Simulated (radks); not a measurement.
Results of a calculation; reference values are marked as such.
Problem. The mean radii <r> (bohr) of the occupied orbitals of an atom or ion are listed with their occupations. Level of theory: non-relativistic Kohn-Sham, exchange-only PBE, spin-polarised, spherical densities, point nucleus (a radial shooting solver on a logarithmic mesh with Libxc functionals).

orbital  occ.      <r>
1s up       1  0.04129
1s down     1  0.04129
2s up       1   0.1823
2s down     1   0.1823
2p up       3   0.1569
2p down     3   0.1569
3s up       1   0.5220
3s down     1   0.5220
3p up       3   0.5238
3p down     3   0.5237
3d up       5   0.5239
3d down     5   0.5239
4s up       1    1.487
4s down     1    1.484
4p up       3    1.750
4p down     3    1.738
5s up       1    5.415

Name the element and its charge. Open shells, if any, are filled with parallel spins first.

Solution. Z = 37, rubidium, charge 0: Rb in [Kr] 5s1. The 1s radius gives Z: for a bare nucleus <r> = 1.5/Z, 0.04054 bohr for Z = 37, and screening makes it slightly larger (0.04129 here). The occupations add up to 37, and the charge is Z minus that.
